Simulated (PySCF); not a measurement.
System: CH₃Li, charge 0, multiplicity 1. SMILES: [CH3][Li]
Geometry: optimised at B3LYP-D3(BJ)/def2-TZVP (Ansatz).

Dispersion corrections to the total energy (kcal/mol) from the dftd3 and dftd4 libraries through PySCF: D3(BJ) without and D4 with the three-body term, each with the damping fitted for the functional named.

```csv
functional,D3(BJ),D4
BHLYP,-1.52,(withheld)
TPSS,-1.34,(withheld)
PBE0,(withheld),-0.72
B2PLYP,-0.88,-0.61
HF,-10.61,-3.88
B2GP-PLYP,-0.75,-0.35
BP86,-1.70,-1.12
```

Problem. Complete the blanks.

Solution. 
- BHLYP, D4: -0.99
- TPSS, D4: -1.21
- PBE0, D3(BJ): -0.90
